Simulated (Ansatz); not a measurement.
A nudged elastic band was laid between two geometries of FH + FH3Si + H2O (10 atoms, charge 0, multiplicity 1).

Method: RKS B3LYP-D4/def2-SVP (Ansatz).

| Item | Value |
| --- | --- |
| movable images | 9 |
| climbing image | yes |
| spring | 5.0 eV/Å² |
| optimiser | quadratic models (default) |
| start path | through a guess of the saddle point |
| force threshold | 0.05 eV/Å |
| iteration limit | 60 |
| end points | relaxed |

Image 0:

```xyz
10
Properties=species:S:1:pos:R:3
Si -0.972 0.243 -1.054
F -0.681 -1.123 -0.144
H -1.599 1.293 -0.220
H 0.252 0.642 -1.780
H -1.985 -0.241 -2.036
H 1.430 0.204 0.975
O 0.906 1.011 0.814
H 0.657 -1.597 0.667
F 1.493 -1.618 1.105
H 0.498 1.187 1.673
```

Image 10:

```xyz
10
Properties=species:S:1:pos:R:3
Si -0.728 0.776 -0.743
F -0.026 -2.020 -0.395
H -1.123 2.199 -0.972
H 0.196 0.328 -1.804
H -1.957 -0.043 -0.631
H 1.202 -0.314 1.063
O 0.173 0.777 0.714
H 0.712 -1.886 0.186
F 1.731 -1.120 1.141
H -0.180 1.303 1.442
```

Task: Which bonds break or form, and what moves?

Result: Bonds broken: Si1–F2, H6–O7, H8–F9. Bonds formed: Si1–O7, F2–H8, H6–F9. FH + FH3Si + H2O becomes FH + FH + H4OSi.

Task: What energy profile does the band end with?

Result: It converged. The highest image is number 5 of 0 to 10, 62.6 kJ/mol above the first end and 41.5 kJ/mol above the last; the last end lies 21.1 kJ/mol above the first. The profile has 2 maxima (images 2, 5) with wells between them (image 3): this band takes more than one step, which may be the mechanism or a detour left from its start path. A vibrational analysis at the climbing image gives one clearly imaginary mode, 638i cm⁻¹: a first-order saddle point. The orbitals stay closed-shell, which can raise the energy where a bond breaks towards radicals; this wasn't checked here.

| image | path coordinate (Å) | energy (kJ/mol) | Si1–F2 (Å) | H6–O7 (Å) | H8–F9 (Å) |
| --- | --- | --- | --- | --- | --- |
| 0 | 0.00 | 0.0 | 1.67 | 0.98 | 0.94 |
| 1 | 1.47 | 11.4 | 1.66 | 0.97 | 0.94 |
| 2 | 2.94 | 20.3 | 1.66 | 0.97 | 0.94 |
| 3 | 4.42 | 8.9 | 1.66 | 0.97 | 0.94 |
| 4 | 5.89 | 20.8 | 1.69 | 0.98 | 0.95 |
| 5 | 7.37 | 62.6 | 1.97 | 1.13 | 1.13 |
| 6 | 7.76 | 36.6 | 2.27 | 1.38 | 1.40 |
| 7 | 8.15 | 22.0 | 2.63 | 1.51 | 1.55 |
| 8 | 8.55 | 21.0 | 2.80 | 1.53 | 1.58 |
| 9 | 8.94 | 21.0 | 2.84 | 1.53 | 1.59 |
| 10 | 9.34 | 21.1 | 2.90 | 1.54 | 1.59 |

Task: What is the geometry of the highest image?

Result: 
```xyz
10
Properties=species:S:1:pos:R:3
Si -0.670 0.434 -0.769
F 0.201 -1.330 -0.673
H -1.151 1.860 -0.562
H 0.006 0.542 -2.084
H -1.940 -0.323 -0.640
H 0.879 -0.261 1.183
O 0.343 0.619 0.728
H 0.804 -1.563 0.288
F 1.302 -1.409 1.293
H 0.225 1.432 1.236
```

The run took 6.9 min on 2 threads of Arm Neoverse V2, with other jobs on the host, peak memory 0.17 GiB.
